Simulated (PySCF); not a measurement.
Point-charge models of `C[N+]1(C)[C@H](B(C)C)CC[BH2-]1` against its computed dipole.

Coordinates (PBE0-D3(BJ)/def2-SVP, Å) and charges (e) from the PBE0/pcSseg-1 density (PySCF):

```json
{"atom": "C1", "x": "2.007", "y": "2.123", "z": "-0.038", "Mulliken": "-0.5147", "IAO": "-0.5635", "Hirshfeld": "-0.1927", "ESP-fitted": "-0.7609"}
{"atom": "B2", "x": "1.686", "y": "0.597", "z": "-0.221", "Mulliken": "+0.4303", "IAO": "+0.3263", "Hirshfeld": "+0.2072", "ESP-fitted": "+0.6254"}
{"atom": "C3", "x": "2.589", "y": "-0.261", "z": "-1.173", "Mulliken": "-0.5086", "IAO": "-0.5622", "Hirshfeld": "-0.1914", "ESP-fitted": "-0.7297"}
{"atom": "C4", "x": "0.487", "y": "-0.093", "z": "0.604", "Mulliken": "-0.2306", "IAO": "-0.1455", "Hirshfeld": "-0.0368", "ESP-fitted": "+0.0387"}
{"atom": "C5", "x": "0.547", "y": "-1.610", "z": "0.811", "Mulliken": "-0.1957", "IAO": "-0.2474", "Hirshfeld": "-0.0733", "ESP-fitted": "-0.2227"}
{"atom": "C6", "x": "-0.871", "y": "-2.090", "z": "1.189", "Mulliken": "-0.3907", "IAO": "-0.3896", "Hirshfeld": "-0.1549", "ESP-fitted": "-0.1931"}
{"atom": "B7", "x": "-1.840", "y": "-0.797", "z": "0.993", "Mulliken": "+0.1038", "IAO": "-0.2074", "Hirshfeld": "-0.0368", "ESP-fitted": "+0.0553"}
{"atom": "N8", "x": "-0.888", "y": "0.171", "z": "0.045", "Mulliken": "-0.6897", "IAO": "-0.0080", "Hirshfeld": "+0.0453", "ESP-fitted": "+0.3265"}
{"atom": "C9", "x": "-0.988", "y": "-0.255", "z": "-1.359", "Mulliken": "-0.0814", "IAO": "-0.2944", "Hirshfeld": "-0.0458", "ESP-fitted": "-0.6112"}
{"atom": "C10", "x": "-1.305", "y": "1.572", "z": "0.159", "Mulliken": "-0.0730", "IAO": "-0.2925", "Hirshfeld": "-0.0464", "ESP-fitted": "-0.4459"}
{"atom": "H11", "x": "1.701", "y": "2.638", "z": "-0.970", "Mulliken": "+0.1457", "IAO": "+0.1620", "Hirshfeld": "+0.0492", "ESP-fitted": "+0.1714"}
{"atom": "H12", "x": "1.507", "y": "2.625", "z": "0.802", "Mulliken": "+0.1291", "IAO": "+0.1396", "Hirshfeld": "+0.0366", "ESP-fitted": "+0.1442"}
{"atom": "H13", "x": "3.095", "y": "2.296", "z": "0.030", "Mulliken": "+0.1424", "IAO": "+0.1585", "Hirshfeld": "+0.0474", "ESP-fitted": "+0.1872"}
{"atom": "H14", "x": "2.045", "y": "-1.039", "z": "-1.731", "Mulliken": "+0.1370", "IAO": "+0.1481", "Hirshfeld": "+0.0411", "ESP-fitted": "+0.1517"}
{"atom": "H15", "x": "3.281", "y": "-0.816", "z": "-0.508", "Mulliken": "+0.1500", "IAO": "+0.1731", "Hirshfeld": "+0.0555", "ESP-fitted": "+0.1648"}
{"atom": "H16", "x": "3.211", "y": "0.326", "z": "-1.864", "Mulliken": "+0.1305", "IAO": "+0.1435", "Hirshfeld": "+0.0393", "ESP-fitted": "+0.1677"}
{"atom": "H17", "x": "0.449", "y": "0.378", "z": "1.601", "Mulliken": "+0.1464", "IAO": "+0.1441", "Hirshfeld": "+0.0434", "ESP-fitted": "+0.0329"}
{"atom": "H18", "x": "1.306", "y": "-1.833", "z": "1.579", "Mulliken": "+0.1230", "IAO": "+0.1328", "Hirshfeld": "+0.0372", "ESP-fitted": "+0.0675"}
{"atom": "H19", "x": "0.906", "y": "-2.107", "z": "-0.104", "Mulliken": "+0.1100", "IAO": "+0.1134", "Hirshfeld": "+0.0269", "ESP-fitted": "+0.0556"}
{"atom": "H20", "x": "-0.901", "y": "-2.444", "z": "2.231", "Mulliken": "+0.1144", "IAO": "+0.1338", "Hirshfeld": "+0.0257", "ESP-fitted": "+0.0618"}
{"atom": "H21", "x": "-1.155", "y": "-2.954", "z": "0.568", "Mulliken": "+0.1021", "IAO": "+0.1185", "Hirshfeld": "+0.0176", "ESP-fitted": "+0.0266"}
{"atom": "H22", "x": "-1.993", "y": "-0.141", "z": "2.023", "Mulliken": "-0.0621", "IAO": "-0.0446", "Hirshfeld": "-0.1065", "ESP-fitted": "-0.1865"}
{"atom": "H23", "x": "-2.895", "y": "-0.950", "z": "0.385", "Mulliken": "-0.0584", "IAO": "-0.0386", "Hirshfeld": "-0.1052", "ESP-fitted": "-0.1777"}
{"atom": "H24", "x": "-0.303", "y": "0.324", "z": "-2.000", "Mulliken": "+0.1274", "IAO": "+0.1290", "Hirshfeld": "+0.0432", "ESP-fitted": "+0.1671"}
{"atom": "H25", "x": "-0.749", "y": "-1.321", "z": "-1.440", "Mulliken": "+0.1520", "IAO": "+0.1589", "Hirshfeld": "+0.0598", "ESP-fitted": "+0.2244"}
{"atom": "H26", "x": "-2.020", "y": "-0.108", "z": "-1.699", "Mulliken": "+0.1474", "IAO": "+0.1616", "Hirshfeld": "+0.0570", "ESP-fitted": "+0.2048"}
{"atom": "H27", "x": "-1.162", "y": "1.905", "z": "1.194", "Mulliken": "+0.1441", "IAO": "+0.1602", "Hirshfeld": "+0.0569", "ESP-fitted": "+0.1553"}
{"atom": "H28", "x": "-0.735", "y": "2.219", "z": "-0.525", "Mulliken": "+0.1205", "IAO": "+0.1304", "Hirshfeld": "+0.0423", "ESP-fitted": "+0.1366"}
{"atom": "H29", "x": "-2.374", "y": "1.636", "z": "-0.083", "Mulliken": "+0.1486", "IAO": "+0.1599", "Hirshfeld": "+0.0585", "ESP-fitted": "+0.1622"}
```

Problem. Form Σ q r in debye for every column and set it beside the full dipole.

Solution. The full density gives (3.03, 2.58, -2.68) D, 4.80 D in size; dipole vectors point from the negative to the positive end.

```tsv
scheme	μx	μy	μz	size (D)	share of the full size (%)	angle to the full dipole (°)
Mulliken	2.43	3.24	-3.39	5.28	110	12
IAO	2.90	3.21	-2.93	5.23	109	6
Hirshfeld	2.46	2.71	-2.60	4.48	93	6
ESP-fitted	3.02	2.56	-2.69	4.79	100	0
```

Problem. Which set comes closest?

Solution. Length of the difference vector: ESP-fitted 0.02 D, Hirshfeld 0.60 D, IAO 0.69 D, Mulliken 1.14 D. Closest: ESP-fitted. The schemes that divide the density aren't constrained to reproduce the dipole.

Problem. What is left for the Hirshfeld atoms' own dipoles?

Solution. The Hirshfeld atoms' densities add up to the full density, so μ = Σ q r + Σ (atomic dipoles). The atomic dipoles sum to (3.03, 2.58, -2.68) − (2.46, 2.71, -2.60) = (0.57, -0.13, -0.08) D, 0.60 D in size.

Problem. With the origin at the mean of the coordinates, (0.160, 0.000, 0.017) Å, which are the largest single terms, by size, of the ESP-fitted dipole along the direction of the full one?

Solution. C1 -8.55, C3 -7.22, B2 +4.26, H13 +2.77, H16 +2.54 D; all 29 atoms together +4.79 D. The single terms depend on the origin, their sum doesn't.

Problem. Give the size of the full dipole in other units.

Solution. 4.80 D = 1.889 au = 0.999 e·Å = 16.01 × 10⁻³⁰ C·m.

Isolated species at its PBE0-D3(BJ)/def2-SVP geometry (one conformer only).
